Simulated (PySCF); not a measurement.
`C(/CN(C)C=O)=C\C=O`, C6H9NO2

Geometry:
```json
{"atom": "C1", "x (Å)": "-1.756", "y (Å)": "-0.986", "z (Å)": "0.293"}
{"atom": "N2", "x (Å)": "-1.370", "y (Å)": "0.400", "z (Å)": "0.341"}
{"atom": "C3", "x (Å)": "-2.217", "y (Å)": "1.416", "z (Å)": "0.100"}
{"atom": "O4", "x (Å)": "-1.924", "y (Å)": "2.586", "z (Å)": "0.147"}
{"atom": "C5", "x (Å)": "0.003", "y (Å)": "0.688", "z (Å)": "0.708"}
{"atom": "C6", "x (Å)": "0.965", "y (Å)": "0.265", "z (Å)": "-0.351"}
{"atom": "C7", "x (Å)": "2.075", "y (Å)": "-0.439", "z (Å)": "-0.133"}
{"atom": "C8", "x (Å)": "2.990", "y (Å)": "-0.817", "z (Å)": "-1.206"}
{"atom": "O9", "x (Å)": "3.985", "y (Å)": "-1.480", "z (Å)": "-1.063"}
{"atom": "H10", "x (Å)": "-1.647", "y (Å)": "-1.447", "z (Å)": "1.278"}
{"atom": "H11", "x (Å)": "-1.130", "y (Å)": "-1.532", "z (Å)": "-0.416"}
{"atom": "H12", "x (Å)": "-2.796", "y (Å)": "-1.066", "z (Å)": "-0.018"}
{"atom": "H13", "x (Å)": "-3.233", "y (Å)": "1.063", "z (Å)": "-0.152"}
{"atom": "H14", "x (Å)": "0.242", "y (Å)": "0.211", "z (Å)": "1.664"}
{"atom": "H15", "x (Å)": "0.056", "y (Å)": "1.779", "z (Å)": "0.824"}
{"atom": "H16", "x (Å)": "0.709", "y (Å)": "0.577", "z (Å)": "-1.357"}
{"atom": "H17", "x (Å)": "2.349", "y (Å)": "-0.765", "z (Å)": "0.862"}
{"atom": "H18", "x (Å)": "2.689", "y (Å)": "-0.443", "z (Å)": "-2.205"}
```

Method used: GIAO HF/pcSseg-1 magnetisability, rotational g tensor and spin-rotation constants, non-relativistic, gas phase (PySCF 2.14.0). Geometry: GFN2-xTB.

Q: Give the nuclear spin-rotation constants along the inertial axes (H = +C I·J) beside the isotropic shieldings.

A: Rotational constants 4.1532, 0.6354, 0.5828 GHz. A star marks the isotopologue with that one atom substituted, in its own axes.
```tsv
atom	isotope	Caa (kHz)	Cbb (kHz)	Ccc (kHz)	mean (kHz)	σ (ppm)
N2	14N	0.161	0.078	0.030	0.090	163.4
H10	1H	-0.442	-0.049	-0.002	-0.164	29.5
H11	1H	-0.017	-0.066	-0.044	-0.042	29.3
H12	1H	-0.102	-0.049	-0.048	-0.066	29.1
H13	1H	-0.017	-0.023	-0.034	-0.025	24.2
H14	1H	-0.430	-0.054	0.005	-0.160	29.1
H15	1H	-0.289	0.018	-0.053	-0.108	26.4
H16	1H	-0.388	-0.070	0.047	-0.137	25.5
H17	1H	-0.435	-0.066	0.051	-0.150	25.6
H18	1H	-0.314	-0.048	0.048	-0.104	22.9
C1	13C*	0.705	0.079	0.092	0.292	160.7
C3	13C*	1.870	0.215	0.170	0.752	22.7
O4	17O*	-1.798	-0.361	-0.073	-0.744	-63.4
C5	13C*	0.718	0.112	0.089	0.307	150.6
C6	13C*	1.648	0.108	0.288	0.681	29.4
C7	13C*	1.323	0.116	0.262	0.567	53.7
C8	13C*	1.780	0.159	0.299	0.746	-2.1
O9	17O*	-4.513	-0.059	-0.366	-1.646	-340.0
```
For the geometry as given, no vibrational averaging.
